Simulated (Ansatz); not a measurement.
Frontier orbitals of CH4BClF2Si.

Z-matrix (Å, degrees):
```
B
Si 1 2.066
C 1 1.478 2 91.4
H 1 1.201 2 95.2 3 115.5
H 1 1.195 2 102.3 3 -117.7
Cl 2 2.057 1 114.4 3 61.9
H 2 1.481 1 103.4 3 178.9
H 2 1.482 1 112.7 3 -61.3
F 3 1.300 1 125.8 2 83.4
F 3 1.296 1 125.6 2 -91.0
```

Charge 0, multiplicity 1. The bonds changed during the relaxation, so this is another structure than the one it started from. The structure was optimised at the PBE0-D4/def2-TZVP level. It is one conformer, not always the lowest. Basis def2-TZVPP, the Gaussian-basis code of Ansatz.

Orbital energies of one run (eV). Highest occupied ones, from the top: -10.68, -11.87, -12.76, -12.89, -13.46, -14.21, -14.61, -16.19, -16.78, -16.89, -18.51, -19.44, -20.43, -21.23. Empty: -0.02, 2.34, 2.87, 3.21, 3.75, 4.30.

(1) Which functional gave them?
A. LC-ωPBE
B. LDA (SPW92)
C. ωB97M-V
D. PBE

Answers

(1) A. HOMO energies: LC-ωPBE -10.68, LDA (SPW92) -7.18, PBE -7.03, ωB97M-V -10.20 eV.

LC-ωPBE has ω = 0.4 bohr⁻¹.
